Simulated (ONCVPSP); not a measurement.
Logarithmic derivatives: C (Z = 6), ONCV

```
Element                 : C
Generator               : ONCVPSP 4.0.1
Type                    : optimised norm-conserving Vanderbilt (ONCV)
Functional              : PBEsol
Relativity              : scalar-relativistic
Frozen core             : [He]
Valence charge          : 4
Reference configuration : 2s2 2p0.5 (charge +1.5)
Partial waves           : 2s: rc 0.85 bohr, ncon 4, nbas 8, qcut 7.7 1/bohr, 2 projectors, debl 0.9 Ha; 2p: rc 2.60 bohr, ncon 4, nbas 8, qcut 6.3 1/bohr, 1 projector
Local potential         : polynomial inside 0.55 bohr (lpopt 5, dvloc0 2 Ha)
Core correction         : Teter function, fcfact 1.5, rcfact 1.3
```

In the s channel the program set the typed energies aside and used -1.199, 0.250 Ha.

The phase is arctan(r·R′/R) of the radial function R(r), unwrapped; energies in Ha, scanned from -3 to 5 Ha. A pole is an energy at which the radial function vanishes at the test radius. The pseudo phase is shifted by a multiple of π to meet the all-electron one at the reference energy, and phase errors are pseudo minus all-electron; the curves can meet again beyond the range given. Levels narrower than the energy grid can be missing from the lists of poles.

Task: For each channel, where are the poles, and over which energies does the pseudopotential scatter like the atom?

Result:

| channel | radius (bohr) | reference energy (Ha) | poles, all-electron | poles, pseudo | unbroken range about the reference energy with phases within 0.05 rad | phase error 1 Ha above the reference energy (rad) |
| --- | --- | --- | --- | --- | --- | --- |
| s | 0.86 | -1.20 | none | none | the whole range | +0.000 |
| p | 2.64 | -0.88 | -0.77, 1.51 | -0.76, 1.70, 4.10 | below -0.2 | +0.267 |

Note: ghosts flagged at negative energy: s at -217.0 eV; no localised positive-energy state flagged. A true bound ghost makes a file unfit for plane-wave use.

Phases in the p channel:

```csv
E (Ha),all-electron,pseudo
-2.98,1.361,1.361
-2.54,1.332,1.332
-2.10,1.287,1.287
-1.66,1.200,1.201
-1.22,0.883,0.888
-0.78,-1.545,-1.544
-0.34,-2.041,-2.012
0.10,-3.295,-3.034
0.54,-4.349,-4.250
0.98,-4.584,-4.535
1.42,-4.694,-4.656
1.86,-4.781,-4.746
2.30,-4.897,-4.876
2.74,-5.225,-5.834
3.18,-7.043,-7.637
3.62,-7.600,-7.785
4.06,-7.728,-7.849
4.50,-7.789,-7.899
4.94,-7.830,-7.953
```
